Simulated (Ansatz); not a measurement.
C₂H₇ClInN (`C[NH][In]([CH3])[Cl]`). The species carries charge 0 and has multiplicity 1. Correlated methods include outer-core shells of In, which these sets cover unevenly. In: def2 effective core potential.

```xyz
12

C     1.448   -1.136   -1.069
N     1.112    0.252   -0.866
In   -0.358    1.034    0.231
C    -1.869    0.151    1.438
Cl   -0.246    3.374    0.043
H     2.463   -1.378   -0.727
H     0.765   -1.780   -0.508
H     1.373   -1.438   -2.122
H     1.712    0.892   -1.361
H    -1.792    0.549    2.449
H    -1.763   -0.933    1.462
H    -2.845    0.413    1.031
```

Problem. Give the diagnostics of a CCSD(T)/def2-TZVPP run (frozen core, Ansatz 0.2.0). (Best estimate.)

Solution. Ansatz gave: T1 = 0.0133, largest single amplitude 0.038, largest double 0.025, (T) share of the correlation energy 3.7 %, 10 CCSD cycles. The RHF solution is stable towards an unrestricted one. T1 lies under the customary mark of 0.02 for closed shells.
